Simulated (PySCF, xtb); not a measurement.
C4H7ClSi, SMILES ClC=C=C(C)[SiH3].

Harmonic wavenumbers (cm⁻¹) from GFN2-xTB in xtb at its own minimum, in rising order: 71, 80, 103, 123, 191, 239, 310, 442, 462, 539, 554, 622, 707, 723, 767, 780, 787, 970, 1018, 1128, 1142, 1359, 1393, 1478, 1482, 2037, 2240, 2250, 2304, 3006, 3018, 3034, 3071.

### Question
What does B3LYP-D3(BJ)/def2-SVP (PySCF) give at its own minimum? (Estimate from the structure and the level; the computed values follow.)

### Answer
80, 95, 117, 145, 198, 250, 321, 462, 521, 630, 661, 674, 763, 765, 927, 942, 950, 958, 1031, 1130, 1190, 1362, 1384, 1454, 1462, 2046, 2211, 2214, 2253, 3022, 3091, 3131, 3192. Paired by order, the mean absolute difference is 47 cm⁻¹ and the zero-point energies are 54.9 and 56.7 kcal/mol.
